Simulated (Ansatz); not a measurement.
Geometry optimisation, UHF/def2-SVP in Ansatz.

Input:

```yaml
crystal:
  periodic: [false, false, false]
  atoms:
    - { symbol: B, position_ang: [0.019321, -0.263768, 0.015657] }
    - { symbol: H, position_ang: [-0.210676, -0.049585, 1.168399] }
    - { symbol: O, position_ang: [1.300868, -0.300783, -0.387366] }
    - { symbol: H, position_ang: [1.400085, -0.473873, -1.312127] }
    - { symbol: O, position_ang: [-0.971527, -0.466764, -0.883125] }
    - { symbol: H, position_ang: [-1.844409, -0.426634, -0.528662] }
    - { symbol: F, position_ang: [0.096438, 0.182806, 3.260823] }
magnetization:
  spin_polarized: true
  initial_magnetization: 1
basis:
  gaussian: { orbitals: def2-SVP }
hamiltonian:
  xc: hf
relax:
  f_tol: 0.03
  max_steps: 50
```

Command:

```bash
$ ansatz run input.yaml --threads 1 --pin off --max-ram 2048MiB --backend cpu --events-out ev --progress --plain --runs-dir out
```

Q: Where does it end, and by what steps?

A: The forces met the threshold. After 7 steps the energy has fallen by 0.061 eV; F7 moved furthest, 0.71 Å.

```tsv
step	energy less start (eV)	largest force component (eV/Å)	accepted
0	0.0000	0.222	yes
1	-0.0173	0.163	yes
2	-0.0293	0.742	yes
3	-0.0461	0.452	yes
4	-0.0570	0.274	yes
5	-0.0588	0.217	yes
6	-0.0609	0.070	yes
7	-0.0613	0.027	yes
```

```xyz
7
Properties=species:S:1:pos:R:3
B -0.068 -0.246 -0.088
H -0.412 0.034 1.027
O 1.248 -0.285 -0.366
H 1.436 -0.516 -1.264
O -0.962 -0.522 -1.067
H -1.866 -0.480 -0.802
F 0.415 0.217 3.893
```

Whether the end is a true minimum wasn't checked by a vibrational analysis.

The run took 19 s on 1 thread of Arm Neoverse V2, on a shared host, peak memory 0.14 GiB.
